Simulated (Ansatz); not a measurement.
`O[SiH](O)[SiH](O)F`, relaxed with RKS PBE0-D4/def2-TZVP in the Gaussian-basis code of Ansatz from a PBE-D4/def2-SVP geometry. The force threshold is 0.005 eV/Å; the program also tests the step.

Charge 0, multiplicity 1.

Start:

```xyz
11

O     0.244   -0.578    1.839
Si    0.869    0.222    0.491
O     2.211   -0.514   -0.203
Si   -0.876    0.021   -1.069
O    -2.067    1.179   -0.868
F    -1.457   -1.466   -0.613
H    -0.261   -1.373    1.578
H     1.206    1.594    1.006
H     3.028   -0.486    0.328
H    -0.623   -0.013   -2.543
H    -2.274    1.414    0.054
```

```csv
step,energy (eV),largest force (eV/Å),largest move (Å)
1,-24689.2225,1.127,0.000
2,-24689.3059,0.917,0.135
3,-24689.3486,0.302,0.054
4,-24689.3558,0.101,0.040
5,-24689.3588,0.166,0.088
6,-24689.3610,0.091,0.017
7,-24689.3618,0.040,0.008
8,-24689.3623,0.016,0.031
9,-24689.3624,0.012,0.011
10,-24689.3624,0.012,0.007
11,-24689.3625,0.007,0.019
12,-24689.3625,0.009,0.015
13,-24689.3625,0.008,0.013
14,-24689.3625,0.007,0.002
15,-24689.3625,0.003,0.002
```

End:

```xyz
11

O     0.324   -0.508    1.916
Si    0.828    0.185    0.507
O     2.119   -0.570   -0.177
Si   -0.898    0.028   -1.085
O    -2.052    1.170   -0.869
F    -1.526   -1.436   -0.846
H    -0.063   -1.384    1.851
H     1.180    1.570    0.916
H     2.962   -0.537    0.278
H    -0.526    0.120   -2.514
H    -2.348    1.362    0.022
```

Run time 68 s (4 threads of an Arm Neoverse V1 on a shared host); peak host memory 0.66 GiB.
